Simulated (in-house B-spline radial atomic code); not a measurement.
Configurations of Ca VI (Ca5+), with energies counted from [Ne] 3s2 (3p1/2)2 (3p3/2)1. All numbers are computed (Dirac-Hartree-Fock, average of each configuration as written; Fermi nucleus of rms radius 3.4776 fm) with a B-spline radial code for spherical atoms, not measured. Energies include first-order Breit, QED and recoil terms.

Occupations are held fixed; configurations that lie above the ionisation limit could autoionise.

```tsv
configuration	E - E(ref) (eV)	highest orbital	its <r> (bohr)
[Ne] 3s2 (3p1/2)1 (3p3/2)2	-0.27641	3p3/2	1.128
[Ne] 3s1 (3p1/2)2 (3p3/2)1 (4d3/2)1	89.92	4d3/2	2.877
[Ne] 3s1 (3p1/2)2 (3p3/2)1 (5f7/2)1	106.44	5f7/2	5.075
```

(1) Order these further configurations by energy, lowest first.
A. [Ne] 3s2 (3p3/2)2 (6p1/2)1
B. [Ne] 3s2 (3p1/2)2 (7d3/2)1
C. [Ne] 3s2 (3p3/2)3
D. [Ne] 3s1 (3p3/2)3 (6f7/2)1

(2) Is the reference the lowest configuration at this level of theory?

Results:

(1) C (0.92884 eV), A (87.727 eV), B (93.947 eV), D (113.55 eV).

(2) No: [Ne] 3s2 (3p1/2)1 (3p3/2)2 lies 0.2764 eV lower. Averages of configurations without correlation can order differently from the measured ground levels.
